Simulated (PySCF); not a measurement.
heptafluorocyclopentane (C5H3F7), SMILES FC1CC(F)(F)C(F)(F)C1(F)F.

Geometry: PBE0-D3(BJ)/def2-SVP. One conformer was computed; it need not be the lowest.

Two levels are set side by side: TDDFT-PBE/def2-SVP (PySCF) and TDDFT-LC-ωPBE/def2-SVP (PySCF). Vertical, same geometry. The lowest singlet is HOMO→LUMO 100 % with PBE and HOMO→LUMO 90 % with the other functional; states are paired by order. Differences are taken from unrounded values.

| quantity | TDDFT-LC-ωPBE |
|---|---|
| lowest singlet excitation (eV) | 8.57 |
| lowest triplet excitation (TDA) (eV) | 8.08 |

Problem. What does TDDFT-PBE give, and how far is it from TDDFT-LC-ωPBE? (An estimate is asked for; the answer gives what the named calculation found.)

Solution. 
```tsv
quantity	TDDFT-PBE	TDDFT-PBE minus TDDFT-LC-ωPBE
lowest singlet excitation (eV)	6.96	-1.61
lowest triplet excitation (TDA) (eV)	6.68	-1.40
```

Functionals without exact exchange tend to place singlet excitations lower, as here. Differences between two approximate levels are no errors against the true value.

Rough cost on one machine, each run with all the roots and properties that it gave: TDDFT-LC-ωPBE against TDDFT-PBE about 5 times.
